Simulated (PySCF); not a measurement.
## CH8BClSi2

CH8BClSi2 is a small molecule, neutral, singlet. The structure, one conformer, was relaxed in the gas phase by PBE0-D3(BJ)/def2-SVP. No frequency run checks that it is a minimum.

SMILES: C[SiH](Cl)B[SiH3]

```xyz
13

Si   -1.166   -0.869    0.671
C    -1.982    0.758    0.272
Cl   -0.661   -1.898   -1.178
B     0.754   -1.221    0.542
Si    1.986    0.109   -0.321
H    -2.097   -1.770    1.410
H    -2.969    0.606   -0.190
H    -2.128    1.333    1.202
H    -1.352    1.351   -0.407
H     1.164   -2.264    0.991
H     1.248    1.204   -1.032
H     2.816    0.764    0.746
H     2.926   -0.513   -1.306
```
Atom numbers follow the order of the file, from 1.

Shieldings: GIAO PBE0/pcSseg-1. Shifts are against computed references at the same level: C TMS (σ 184.4 ppm), H TMS (σ 31.27 ppm), Si TMS (σ 352.0 ppm). Core levels by delta-SCF with SCAN, pcX-2 on the ionised atom and pcseg-1 elsewhere, spin-free X2C (2p3/2 is the spin-free 2p value less a third of a first-order spin-orbit splitting); from the vacuum level, for chosen atoms.

(1) Give the shieldings and core levels atom by atom.

(2) Which of Si1, Si5 holds its core electrons tightest, and by how much against the loosest?

(3) By CAM-B3LYP/def2-SVPD (TDDFT singlets, Tamm-Dancoff triplets, ionisation by delta-SCF), where does absorption start, and what does vertical ionisation take?

Results:

(1) 
| atoms | bonded to | σ (ppm) | δ (ppm) | core level (eV) |
| --- | --- | --- | --- | --- |
| Si1 | 1 B + 1 C + 1 Cl + 1 H | 324.3 | 27.6 | 2p3/2 107.35 |
| C2 | 1 Si + 3 H | 186.6 | -2.2 | 1s 290.74 |
| Cl3 | 1 Si | 1107.2 | - | 2p3/2 205.83 |
| B4 | 2 Si + 1 H | 70.2 | - | 1s 195.26 |
| Si5 | 1 B + 3 H | 450.3 | -98.3 | 2p3/2 106.12 |
| H6 | 1 Si | 25.90 | 5.36 | - |
| H7 H8 H9 | 1 C | 30.50 | 0.77 | - |
| H10 | 1 B | 25.33 | 5.94 | - |
| H11 H12 H13 | 1 Si | 27.61 | 3.66 | - |

Values are those of this one static structure, with the three H of a rotating XH3 group averaged; atoms that internal rotation interchanges would show their mean in an NMR spectrum.

The core-hole state of B4 is spin-contaminated (⟨S²⟩ 0.79 against 0.75 for a pure doublet), so that value and differences from it are less sure.

(2) Si1 (bonded to 1 B + 1 C + 1 Cl + 1 H), by 1.23 eV over Si5 (bonded to 1 B + 3 H).

(3) The lowest singlet lies at 4.90 eV (f 0.008), the strongest of the first 6 at 7.02 eV (f 0.066), the lowest triplet at 4.17 eV; vertical ionisation takes 9.70 eV.
